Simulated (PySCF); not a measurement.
BF2, charge +1, multiplicity 1. Atoms are numbered in the order given.

```xyz
3

F      0.0000     0.0000    -1.2264
B      0.0000     0.0000     0.0000
F      0.0000     0.0000     1.2264
```
Charge +1, spin multiplicity 1.

Geometry optimised at PBE0-D3(BJ)/def2-TZVP. The multiplicity is an assumed one; other spin states were not compared. The isomer is the one that the SMILES or the coordinates give; other isomers of the formula were not compared.

Computed with PBE/def2-TZVPD (PySCF).

Mulliken values depend strongly on the basis, most of all with diffuse functions as here. ESP charges are fitted to the potential on shells at 1.4 to 2.0 van der Waals radii. Atomic charges (e):

```tsv
atom	ESP fit	IAO	Mulliken
F1	0.02	[?]	0.09
B2	0.96	[?]	0.83
F3	0.02	[?]	0.09
```

Q: What belongs in the gaps? (The exact figures need the calculation; the answer reports its results.)

A: 
- F1, IAO: -0.09
- B2, IAO: 1.18
- F3, IAO: -0.09
